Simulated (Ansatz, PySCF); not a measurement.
C3H4ClNSi, SMILES Cl[Si@H]1C=CC=N1.

Coordinates come from a B3LYP-D3(BJ)/def2-SVP optimisation. The structure was generated by enumeration; whether it is a known compound was not checked.

Vertical ionisation energy (IE) and electron affinity (EA) in eV. Rows of orbital energies are one-electron estimates. Where ΔSCF, EOM or ADC give a negative EA the extra electron is unbound and the value depends on the basis.

```json
[
 {"level": "−ε(HOMO), −ε(LUMO), HF/def2-TZVP (PySCF)", "IE": "10.26", "EA": "-1.41"},
 {"level": "−ε(HOMO), −ε(LUMO), PBE/def2-TZVP (PySCF)", "IE": "[?]", "EA": "[?]"},
 {"level": "ΔSCF, CAM-B3LYP/def2-SVPD (Ansatz), final states of multiplicity 2 and 2", "IE": "9.79", "EA": "0.58"},
 {"level": "ΔSCF, PBE/def2-SVPD (Ansatz), final states of multiplicity 2 and 2", "IE": "9.46", "EA": "0.69"}
]
```

Task: What belongs in the gaps? (Estimate from the structure and the level; the computed values follow.)

Result: 
- −ε(HOMO), −ε(LUMO), PBE/def2-TZVP (PySCF), IE: 6.21
- −ε(HOMO), −ε(LUMO), PBE/def2-TZVP (PySCF), EA: 3.31

Task: What vertical singlet–triplet gap does ΔSCF give with CAM-B3LYP/def2-SVPD (Ansatz, a program for electronic structure) and with PBE/def2-SVPD (Ansatz)? (Estimate from the structure and the level; the computed values follow.)

Result: 3.13 and 2.89 eV (triplet above singlet where positive).
